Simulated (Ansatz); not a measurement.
Computed with Ansatz on PBE0-D4/def2-TZVP structures; ΔE is electronic, products minus reactants. CCSD(T)/CBS is the MP2 limit (def2-TZVPP, def2-QZVPP) plus CCSD(T) − MP2 in def2-TZVPP, frozen cores. Functionals use def2-TZVPP. Elements past krypton have def2 core potentials. For In, Y outer-core shells are correlated without core-valence functions, which leaves a few kJ/mol of doubt a bond. One conformer a species, not always the lowest.

Consider the redistribution: `[NH2][Y]([F])[Cl]` + `[OH][InH2]` → `[OH][Y]([F])[Cl]` + `[NH2][InH2]`.

`[NH2][Y]([F])[Cl]`:

Cartesian coordinates in Å:
```
N 0.818 0.748 0.461
Y -0.564 -0.657 -0.311
F -0.147 -2.567 0.066
Cl -2.531 0.171 -1.579
H 0.768 1.756 0.369
H 1.656 0.550 0.995
```

`[OH][InH2]`:

Cartesian coordinates in Å:
```
O 0.739 0.268 -1.155
In -0.310 -0.347 0.422
H 0.897 1.214 -1.163
H -0.765 0.897 1.511
H -0.561 -2.033 0.385
```

`[OH][Y]([F])[Cl]`:

```xyz
5

O     0.193    1.204    0.790
Y    -0.162   -0.447   -0.271
F    -2.024   -1.156   -0.297
Cl    1.645   -1.595   -1.523
H     0.347    1.994    1.301
```

`[NH2][InH2]`:

Cartesian coordinates in Å:
```
N -0.844 -0.333 0.540
In 0.761 0.299 -0.486
H -1.589 -0.882 0.145
H -1.008 -0.138 1.513
H 1.883 1.221 0.422
H 0.797 -0.167 -2.133
```

```tsv
species	BLYP energy (Eh)
`[NH2][Y]([F])[Cl]`	-654.57162
`[OH][InH2]`	-267.13010
`[OH][Y]([F])[Cl]`	-674.48834
`[NH2][InH2]`	-247.23168
```

Work out ΔE.

ΔE = (-674.48834) + (-247.23168) − (-654.57162) − (-267.13010) = -0.01830 Eh = -48.0 kJ/mol. CCSD(T)/CBS gives -56.1 kJ/mol.

Largest T1 diagnostic among the species: 0.017.

From r2SCAN to r2SCAN0 (25 % exact exchange), in def2-TZVPP and without D4, ΔE moves by −3.8 kJ/mol. At CCSD(T), def2-SVP lies −8.9 kJ/mol from the extrapolated value and def2-TZVPP +0.7 kJ/mol. Leaving LDA and LC-ωPBE aside and taking each functional with its dispersion term where it has one, the values, not all of them listed here, spread over 12.1 kJ/mol, from CAM-B3LYP-D4 to revPBE-D4. LDA lies −9.1 kJ/mol from PBE without D4.
